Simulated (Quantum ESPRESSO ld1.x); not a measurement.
Q: These are the eigenvalues of the occupied orbitals of an atom or ion with whole-number occupations (eV). All-electron calculation, scalar-relativistic Kohn-Sham, LDA (Slater exchange, Perdew-Zunger correlation), spin-polarised, spherical densities, point nucleus. Program: ld1.x of Quantum ESPRESSO 7.5.

| orbital | eigenvalue |
|---|---|
| 1s up | -2465.30 |
| 2s up | -377.690 |
| 2s down | -364.225 |
| 2p up | -339.840 |
| 2p down | -325.258 |
| 3s up | -126.305 |

Which element is it, and in what charge state? The configuration may be excited. Open shells, if any, are filled with parallel spins first.

A: Z = 15, phosphorus, charge +7: P7+ in 1s1 2s2 2p4 3s1. The list shows which subshells hold electrons but not how many an open one holds; the 1s level, -90.598 hartree, gives Z - s = 13.5 by -(Z - s)^2/2, which with screening and relativity narrows Z to a few neighbours, and the depths of the outer levels then fix element, charge and occupations together.
